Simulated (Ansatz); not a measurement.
BFH4SSi (`FB[SiH2]S`), one more setting.

```yaml
crystal:
  periodic: [false, false, false]
  atoms:
    - {symbol: F, position_ang: [-1.805329, -1.184295, 0.587427]}
    - {symbol: B, position_ang: [-0.798850, -0.443444, 1.020844]}
    - {symbol: Si, position_ang: [0.183159, 0.777747, -0.268668]}
    - {symbol: S, position_ang: [1.779823, -0.447246, -1.036297]}
    - {symbol: H, position_ang: [-0.459922, -0.610971, 2.161712]}
    - {symbol: H, position_ang: [-0.653759, 1.330183, -1.368256]}
    - {symbol: H, position_ang: [0.884572, 1.887049, 0.426232]}
    - {symbol: H, position_ang: [0.962505, -1.366124, -1.578795]}
basis:
  gaussian: {orbitals: 6-31G}
hamiltonian: {xc: {name: PBE0-DH}}
```

```sh
$ ansatz run in.yaml --threads 2 --pin off --events-out ev --progress --plain --max-ram 4352MiB
```

It prints (some lines left out):

```
Functional definition: PBE0-DH
609 factors; integrals over basis functions are off by at most 2.6e-4 eV
mean field evaluation 1: about -22153.0034 eV, gradient 2.3e1 eV
mean field evaluation 2: about -22153.2256 eV, gradient 2.3e1 eV
mean field evaluation 4: about -22154.3852 eV, gradient 1.9e0 eV
mean field evaluation 8: about -22154.3986 eV, gradient 8.4e-2 eV
mean field evaluation 16: about -22154.3987 eV, gradient 4.5e-5 eV
mean field -22154.39865463 eV, -814.1591337667 hartree, gradient 8.2e-7 eV, S^2 0.000000; 0 other end points of the search recorded, 0 dependent functions left out
12 core orbitals not correlated: weight in the atoms' cores, before any rotation towards them, 1.000 or more for the frozen orbitals, at most 0.000 for the correlated occupied ones
reference -22154.39867079 eV, -814.1591343609 hartree; 12, 12 occupied and 28, 28 virtual orbitals, 609 factors
second order -9.62559640 eV of doubles, -0.00000000 eV of singles
Total energy: -22155.60187034 eV, -814.2033511287 hartree
```

It took 1.6 s on 2 threads of an Arm Neoverse V1 on a shared host, with 0.38 GiB of host memory at the peak.
